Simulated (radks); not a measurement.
Values are calculated unless marked as measured or tabulated.
Q: Lu, configuration [Xe] 4f14 6s2 6p1 (not the ground configuration). Code: a radial shooting solver on a logarithmic mesh with Libxc functionals. Model: Dirac Kohn-Sham, BLYP, spin-unpolarised, spherical densities, finite nucleus; open shells are shared between the two j in proportion to 2j + 1; Fermi nuclear charge, rms radius 5.37 fm.

Spin-orbit splittings of the eigenvalues, e(l+1/2) - e(l-1/2), with zeta = 2 splitting/(2l+1) and mean radii in bohr:

| shell | occ. | splitting (eV) | zeta (eV) | <r> j=l-1/2 | <r> j=l+1/2 |
|---|---|---|---|---|---|
| 2p | 6 | 1118 | 745.2 | 0.06740 | 0.07501 |
| 3p | 6 | 238.4 | 158.9 | 0.2020 | 0.2162 |
| 3d | 10 | 52.06 | 20.82 | 0.1898 | 0.1942 |
| 4p | 6 | ? | ? | 0.4850 | 0.5177 |
| 4d | 10 | 9.907 | 3.963 | 0.5410 | 0.5525 |
| 4f | 14 | 1.524 | 0.4355 | 0.7144 | 0.7301 |
| 5p | 6 | 6.960 | 4.640 | 1.311 | 1.423 |
| 6p | 1 | 0.4350 | 0.2900 | 4.611 | 5.057 |

Estimate the 4p splitting.

A: 54.28 eV (zeta = 36.19 eV).
